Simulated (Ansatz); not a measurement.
```yaml
crystal:
  periodic: [false, false, false]
  atoms:
    - {symbol: C, position_ang: [-1.497821, 0.360340, -1.048446]}
    - {symbol: Si, position_ang: [-0.544789, -0.743437, -0.101090]}
    - {symbol: B, position_ang: [0.577669, 0.280798, 0.999498]}
    - {symbol: N, position_ang: [2.340488, -0.098842, 0.904575]}
    - {symbol: Cl, position_ang: [-0.013186, 1.544228, 2.192916]}
    - {symbol: H, position_ang: [-1.106804, 1.108932, -1.882800]}
    - {symbol: H, position_ang: [-2.521762, -0.300548, -1.858842]}
    - {symbol: H, position_ang: [-2.126603, 0.841610, -0.625691]}
    - {symbol: H, position_ang: [0.460607, -1.364099, -1.018741]}
    - {symbol: H, position_ang: [-1.281609, -1.744440, 0.520385]}
    - {symbol: H, position_ang: [2.924595, 0.823303, 1.358997]}
    - {symbol: H, position_ang: [2.677870, -0.523924, 0.346303]}
basis:
  gaussian: {orbitals: cc-pVDZ}
hamiltonian: {xc: {name: SPW92}}
scf: {lower_state_search: light}
output: {forces: true}
```

```sh
$ ansatz run in.yaml --threads 4 --pin off --events-out ev --progress --plain --max-ram 10444MiB
```

Output, abridged:

```
Functional definition: SPW92
1440 factors; their error is unknown
mean field evaluation 1: about -23590.5591 eV, gradient 8.9e1 eV
mean field evaluation 2: about -23514.8643 eV, gradient 1.6e2 eV
mean field evaluation 4: about -23608.0751 eV, gradient 2.1e1 eV
mean field evaluation 8: about -23609.3074 eV, gradient 2.1e-1 eV
mean field evaluation 16: about -23609.2483 eV, gradient 2.3e-3 eV
mean field -23609.24834209 eV, -867.6238736487 hartree, gradient 3.6e-5 eV, S^2 0.000000; 0 other end points of the search recorded, 0 dependent functions left out
reference -23609.24837910 eV, -867.6238750085 hartree; 28, 28 occupied and 85, 85 virtual orbitals, 1440 factors
Total energy: -23609.24837910 eV, -867.6238750085 hartree
Atom 0 at    -1.497821     0.360340    -1.048446 Å, force     3.520738    -5.036486   -11.728022 eV/Å
Atom 1 at    -0.544789    -0.743437    -0.101090 Å, force     2.242045    -0.982999    -1.265310 eV/Å
Atom 2 at     0.577669     0.280798     0.999498 Å, force     6.117691     0.461239     1.913068 eV/Å
Atom 3 at     2.340488    -0.098842     0.904575 Å, force   -14.687407    18.916312    20.820330 eV/Å
Atom 4 at    -0.013186     1.544228     2.192916 Å, force     0.915424    -1.032854    -1.059098 eV/Å
Atom 5 at    -1.106804     1.108932    -1.882800 Å, force    -0.011661    -1.525757     1.499198 eV/Å
Atom 6 at    -2.521762    -0.300548    -1.858842 Å, force     3.068755     1.378988     2.080182 eV/Å
Atom 7 at    -2.126603     0.841610    -0.625691 Å, force    -8.803615     7.134243     6.748973 eV/Å
Atom 8 at     0.460607    -1.364099    -1.018741 Å, force     0.152181    -0.456433    -0.230183 eV/Å
Atom 9 at    -1.281609    -1.744440     0.520385 Å, force    -1.465116    -1.771622     1.235984 eV/Å
Atom 10 at     2.924595     0.823303     1.358997 Å, force    -1.779661    -3.569083    -1.762961 eV/Å
Atom 11 at     2.677870    -0.523924     0.346303 Å, force    10.730626   -13.515548   -18.252161 eV/Å
Dipole moment:     0.072443     0.119786    -0.201995 e Å
```

It took 0.8 s on 4 threads of an Intel Xeon on a shared host, with 0.51 GiB of host memory at the peak.
